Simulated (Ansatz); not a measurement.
Bond stretch in SMILES [Br][Ge][Br] (Br2Ge). The Ge1–Br3 bond (Ge1 also carries Br; Br3 carries nothing else) is stretched with both fragments frozen at the PBE0/def2-TZVP optimised geometry.

Level of theory: CCSD(T) on UHF/cc-pVDZ, cores with 3d frozen (Ansatz, a program for electronic structure).

Task: Relative to R = 2.34 Å, what are the energies at R = 2.26, 2.86, 3.88, 4.33 Å?

Result: 2.8 mEh at 2.26 Å, 27.0 mEh at 2.86 Å, 101.5 mEh at 3.88 Å, 113.6 mEh at 4.33 Å.

The unrestricted determinant behind UCCSD(T) is spin-contaminated at 3.41 to 6.74 Å (<S²> up to 1.0, against 0.00 for a pure singlet).
